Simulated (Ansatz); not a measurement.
## Ligand exchange: Si(CH3)3Cl + BH(CH3)(OH) → Si(CH3)3(OH) + BH(CH3)Cl

Species: Si(CH3)3Cl, singlet; BH(CH3)(OH), singlet; Si(CH3)3(OH), singlet; BH(CH3)Cl, singlet. The partners trade Cl for OH: Si–Cl and B–OH bonds give way to Si–OH and B–Cl.

Shapes, held fixed at every level: PBE0-D4/def2-TZVP. Flexible molecules stand in one conformer, not always the lowest. Programs: Ansatz 0.2.0. The zero-point and thermal change to 298 K, harmonic and unscaled (PBE0-D4/def2-TZVP), is -4.7 kJ/mol.

```
               level                    kind  ΔH(298 K) (kJ/mol)  less CCSD(T)/CBS estimate
  PBE0-D4/def2-TZVPP           global hybrid               +56.9                       +3.7
  wB97M-V/def2-TZVPP  range-separated hybrid               +55.7                       +2.5
      MP2/def2-TZVPP     perturbation theory               +53.2                        0.0
    CCSD(T)/def2-SVP   coupled cluster or CI               +68.1                      +14.9
       CCSD/def2-SVP   coupled cluster or CI               +67.8                      +14.6
     CCSD/def2-TZVPP   coupled cluster or CI               +51.5                       -1.7
CCSD(T)/CBS estimate   coupled cluster or CI               +53.2                        0.0
```

The highest level, CCSD(T)/CBS estimate, gives ΔH(298 K) = +53.2 kJ/mol; the levels span +51.5 to +68.1. The column of differences is taken from that level and isn't an error. No measured value is set beside it here. The CBS estimate extrapolates MP2 from def2-TZVPP and def2-QZVPP and adds CCSD(T) − MP2 in the triple-zeta set, cores frozen.
